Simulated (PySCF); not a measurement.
PySCF 2.14 output of an unrestricted TPSS calculation on a single atom or ion in aug-cc-pVDZ-DK, with scalar relativity by spin-free X2C-1e:

```
SCF conv_tol = 1e-09
number electrons alpha = 2  beta = 1
    J. Tao, J. P. Perdew, V. N. Staroverov, and G. E. Scuseria.,  Phys. Rev. Lett. 91, 146401 (2003)
    J. P. Perdew, J. Tao, V. N. Staroverov, and G. E. Scuseria.,  J. Chem. Phys. 120, 6898 (2004)
    J. Tao, J. P. Perdew, V. N. Staroverov, and G. E. Scuseria.,  Phys. Rev. Lett. 91, 146401 (2003)
    J. P. Perdew, J. Tao, V. N. Staroverov, and G. E. Scuseria.,  J. Chem. Phys. 120, 6898 (2004)
cycle= 1 E= -14.3382806350502  delta_E= -0.000272  |g|= 0.000349  |ddm|= 0.194
cycle= 2 E= -14.3382807875941  delta_E= -1.53e-07  |g|= 1.52e-05  |ddm|= 0.00948
cycle= 3 E= -14.3382807877203  delta_E= -1.26e-10  |g|= 3.57e-07  |ddm|= 0.000229
converged SCF energy = -14.3382807877203  <S^2> = 0.75000003  2S+1 = 2
```

The run itself started from symmetry-adapted Hartree-Fock orbitals and held the occupation by maximum overlap, on a logarithmic radial grid, so the iterations belong to that start.

**Question.** Which element, charge and spin multiplicity is this?

**Answer.** Be⁺ (beryllium, charge +1), multiplicity 2; the state was [He] 2s1, 2S determinant.
